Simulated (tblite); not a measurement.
Compound: C10H8N2.
Geometry (GFN2-xTB, Å), atoms numbered from 1 in this order:
```
atom  x, y, z in Å
C1     3.5744   -0.4999    0.0234
C2     2.8263    0.4019   -0.2172
C3     1.8766    1.4665   -0.4937
N4     0.5999    1.2049    0.1181
N5     0.1157    2.0266    1.0570
C6    -1.0402    1.5511    1.4459
C7    -1.3524    0.3574    0.7473
C8    -2.4066   -0.5588    0.7364
C9    -2.3223   -1.6284   -0.1209
C10   -1.2172   -1.8068   -0.9665
C11   -0.1645   -0.9228   -0.9805
C12   -0.2423    0.1649   -0.1132
H13    4.2467   -1.2782    0.2302
H14    1.7579    1.5753   -1.5805
H15    2.2415    2.4094   -0.0750
H16   -1.6114    2.0574    2.1983
H17   -3.2580   -0.4216    1.3857
H18   -3.1198   -2.3562   -0.1506
H19   -1.1985   -2.6652   -1.6219
H20    0.6890   -1.0670   -1.6253
```

Method: GFN2-xTB as coded in tblite; computed harmonic values from a numerical Hessian at the method's own geometry, unscaled. This tight-binding method is rough: wavenumbers can miss measured ones by several per cent, in bad cases by 10 to 20. One conformer, not necessarily the lowest.

Harmonic wavenumbers (cm⁻¹): 40.1, 65.4, 160.8, 204.0, 214.7, 271.1, 291.9, 400.7, 427.9, 447.5, 516.4, 536.4, 586.7, 609.4, 644.1, 665.9, 705.3, 762.7, 766.0, 792.0, 822.8, 865.5, 883.2, 903.3, 923.4, 941.6, 990.1, 1048.4, 1061.9, 1124.0, 1156.4, 1162.8, 1186.7, 1228.7, 1285.0, 1302.3, 1321.8, 1372.5, 1375.6, 1405.3, 1412.3, 1485.5, 1515.8, 1579.2, 1618.4, 2293.1, 2894.4, 2965.6, 3076.3, 3082.2, 3090.1, 3096.1, 3171.7, 3397.4.

A = 1674, B = 826.0, C = 599.9 MHz; mass 156.069 u (most abundant isotopes); point group C1, symmetry number 1.

Q: What is the zero-point energy?

A: Half the sum of the wavenumbers: 33074 cm⁻¹ = 94.56 kcal/mol.

Q: What is S at 298.15 K and 1 bar for an ideal gas of classical rigid rotors and harmonic oscillators?

A: Translation 41.07, rotation 30.34, vibration 27.24: S = 98.6 cal/(mol K).

Q: And Cp and H(298.15 K) − H(0)?

A: Cp = 40.69 cal/(mol K), of which vibrations give 32.74 (their classical limit is 54 R = 107.3); H(298.15 K) − H(0) = 6.83 kcal/mol without the zero-point energy, 4.46 from vibrations.

Q: Blend soft modes into free rotors: weight 1/[1 + (100 cm⁻¹/ν̃)⁴] for the oscillator and the rest for a rotor with moment μB/(μ + B), μ = h/(8π²ν), B = 10⁻⁴⁴ kg m². What vibrational entropy results?

A: 24.94 cal/(mol K) in place of 27.24, which changes −T·S at 298.15 K by +0.69 kcal/mol.

Q: Which modes carry the vibrational entropy at 298.15 K?

A: 40.1 cm⁻¹: 5.25; 65.4 cm⁻¹: 4.29; 160.8 cm⁻¹: 2.54; 204.0 cm⁻¹: 2.10; 214.7 cm⁻¹: 2.00; 271.1 cm⁻¹: 1.59 cal/(mol K); the other 48 give 9.47 together.

Hindered rotation and anharmonicity are outside this model. Other conformers, if any are populated, would add a mixing term that is left out. The structure is chiral; the term R ln 2 for an equal mix with its mirror image is left out.
